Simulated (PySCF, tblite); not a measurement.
Isomers of C5H8N2O. Method: GFN2-xTB as coded in tblite; computed harmonic values from a numerical Hessian at the method's own geometry, unscaled. Against measured fundamentals such values can be off by several per cent, at times by over 20. One conformer each.

Electronic energies: PBE0/pcSseg-1 single points on the GFN2-xTB geometries (PySCF, gas phase).

```json
{"SMILES": "COc1c[nH]nc1C", "electronic energy, lowest = 0 (kJ/mol)": "52.5"}
{"SMILES": "CCc1nnc(C)o1", "electronic energy, lowest = 0 (kJ/mol)": "0.0"}
{"SMILES": "CC(C)c1nnco1", "electronic energy, lowest = 0 (kJ/mol)": "31.9"}
```

Problem. How do GFN2-xTB zero-point energies change the relative energies?

Solution. 
| SMILES | ZPE (kJ/mol) | of it from modes above 1550 cm⁻¹ | electronic (kJ/mol) | with ZPE, lowest = 0 (kJ/mol) | lowest mode (cm⁻¹) | rings |
| --- | --- | --- | --- | --- | --- | --- |
| CCc1nnc(C)o1 | 336.2 | 164.0 | 0.0 | 0.0 | 30 | 1 |
| CC(C)c1nnco1 | 337.9 | 155.5 | 31.9 | 33.7 | 10i | 1 |
| COc1c[nH]nc1C | 334.6 | 156.9 | 52.5 | 50.9 | 57 | 1 |

The zero-point energies span 3.3 kJ/mol, from `COc1c[nH]nc1C` to `CC(C)c1nnco1`. Slightly imaginary modes are left out of the zero-point energy: `CC(C)c1nnco1` 9.7i cm⁻¹. The order is unchanged.

Problem. And how do the electronic energies of GFN2-xTB itself compare?

Solution. `CCc1nnc(C)o1` 0.0; `CC(C)c1nnco1` 23.2; `COc1c[nH]nc1C` 50.6 kJ/mol, lowest = 0. Against the energies above, taken from the same isomer `CCc1nnc(C)o1`, the largest difference is 8.7 kJ/mol.
